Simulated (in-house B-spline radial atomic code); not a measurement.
Configurations of I V (I4+), with energies counted from [Kr] 4d10 5s2 5p1. Level of theory: non-relativistic r2SCAN, spin-polarised, spherical fractional occupations, point nucleus; calculated with an all-electron radial atomic-structure program (B-spline basis). Shells without spins written out take the highest spin.

Occupations are held fixed; configurations that lie above the ionisation limit could autoionise.

| configuration | E - E(ref) (eV) | highest orbital | its <r> (bohr) |
| --- | --- | --- | --- |
| [Kr] 4d10 4f1 5s1 5p1 | 29.458 | 4f up | 1.883 |
| [Kr] 4d10 5s2 5f1 | 31.703 | 5f up | 4.318 |
| [Kr] 4d10 5s(1 up, 0 down) 5p(1 up, 0 down) 6p(1 up, 0 down) | 34.46 | 6p up | 4.022 |
| [Kr] 4d10 5s2 6f1 | 37.685 | 6f up | 7.135 |
| [Kr] 4d9 5s2 5p1 6p1 | 82.774 | 6p up | 3.952 |
| [Kr] 4d9 5s2 5p1 6f1 | 95.64 | 6f up | 6.874 |
| [Ar] 3d10 4s2 4p5 4d10 5s2 5p1 6f1 | 170.68 | 6f up | 6.853 |

Question: Order these further configurations by energy, lowest first.
A. [Kr] 4d(4 up, 5 down) 5s2 5p(1 up, 0 down) 6s(0 up, 1 down)
B. [Ar] 3d9 4s2 4p6 4d10 5s2 5p1 6p1
C. [Kr] 4d9 5s2 5p1 5d1
D. [Ar] 3d(4 up, 5 down) 4s2 4p6 4d10 5s2 5p(1 up, 0 down) 6f(0 up, 1 down)
E. [Ar] 3d9 4s2 4p6 4d10 5s2 5p1 6s1

Answer: C (73.143 eV), A (78.866 eV), E (660.53 eV), B (664.58 eV), D (677.54 eV).

Question: How far above the reference does [Kr] 4d10 5s1 5p1 6d1 lie?

Answer: 40.479 eV; its least bound orbital is 6d up with <r> = 4.932 bohr.

Question: How far above the reference does [Kr] 4d(4 up, 5 down) 5s2 5p(0 up, 1 down) 5f(1 up, 0 down) lie?

Answer: 89.324 eV; its least bound orbital is 5f up with <r> = 4.105 bohr.
